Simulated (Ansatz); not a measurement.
FGaH₂S (`[F][GaH][SH]`), one more setting.

```yaml
crystal:
  periodic: [false, false, false]
  atoms:
    - {symbol: F, position_ang: [-1.366219, 0.172983, 1.096359]}
    - {symbol: Ga, position_ang: [-0.381668, -0.506888, -0.188462]}
    - {symbol: S, position_ang: [1.494879, 0.566140, -0.490507]}
    - {symbol: H, position_ang: [-0.908579, -1.744626, -0.951462]}
    - {symbol: H, position_ang: [1.211489, 1.438792, 0.492671]}
basis:
  gaussian: {orbitals: cc-pVDZ}
hamiltonian: {xc: {name: HF}}
correlation: {method: ccsd}
```

```sh
$ ansatz run in.yaml --threads 2 --pin off --events-out ev --progress --plain --max-ram 32768MiB --backend cpu
```

It prints (some lines left out):

```
Functional definition: HF
737 factors; integrals over basis functions are off by at most 6.2e-4 eV
mean field evaluation 1: about -65888.3727 eV, gradient 3.1e1 eV
mean field evaluation 2: about -65888.3975 eV, gradient 3.1e1 eV
mean field evaluation 4: about -65890.5563 eV, gradient 2.0e0 eV
mean field evaluation 8: about -65890.5859 eV, gradient 1.6e-1 eV
mean field -65890.58609054 eV, -2421.4343765839 hartree, gradient 1.1e-6 eV, S^2 0.000000; 0 other end points of the search recorded, 0 dependent functions left out
15 core orbitals not correlated: weight in the atoms' cores, before any rotation towards them, 1.000 or more for the frozen orbitals, at most 0.000 for the correlated occupied ones
reference -65890.58609054 eV, -2421.4343765839 hartree; 14, 14 occupied and 40, 40 virtual orbitals, 737 factors
second order -11.01624517 eV of doubles, -0.00000000 eV of singles
cycle   1  -11.35374333 eV  change   -3.4e-1 eV  update   9.0e-2
cycle   2  -11.64966620 eV  change   -3.0e-1 eV  update   2.9e-2
cycle   3  -11.73883819 eV  change   -8.9e-2 eV  update   1.7e-2
cycle   4  -11.73745344 eV  change    1.4e-3 eV  update   4.1e-3
cycle   5  -11.73445941 eV  change    3.0e-3 eV  update   1.7e-3
cycle   6  -11.73443164 eV  change    2.8e-5 eV  update   5.1e-4
cycle   7  -11.73433447 eV  change    9.7e-5 eV  update   1.7e-4
cycle   8  -11.73429217 eV  change    4.2e-5 eV  update   5.0e-5
cycle   9  -11.73430975 eV  change   -1.8e-5 eV  update   1.8e-5
Total energy: -65902.32040029 eV, -2421.8656045133 hartree
```

Hardware: 2 threads of a server CPU on a shared host. Wall time 3.6 s, peak host memory 0.19 GiB.
